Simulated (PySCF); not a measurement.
SiH2Cl2, SMILES Cl[SiH2]Cl. Atoms are numbered in the order given.

```xyz
5

Si     0.0000     0.0000     0.7664
Cl     1.6824     0.0000    -0.4085
Cl    -1.6824     0.0000    -0.4085
H      0.0000    -1.2244     1.5799
H      0.0000     1.2244     1.5799
```

The structure is a stationary point at B3LYP-D3(BJ)/def2-TZVP. The isomer is the one that the SMILES or the coordinates give; other isomers of the formula were not compared.

The numbers are results of SMD-M06-2X/def2-SVP in PySCF, not measurements.

Solvation free energies are E(SMD) − E(gas) at the gas-phase geometry, for 1 M in both phases. In vacuum the dipole moment is 1.45 D.

Q: Rank water, acetone, dimethylsulfoxide by solvation free energy, most negative first.

A: acetone (-3.0 kcal/mol), dimethylsulfoxide (-2.2 kcal/mol), water (0.4 kcal/mol)
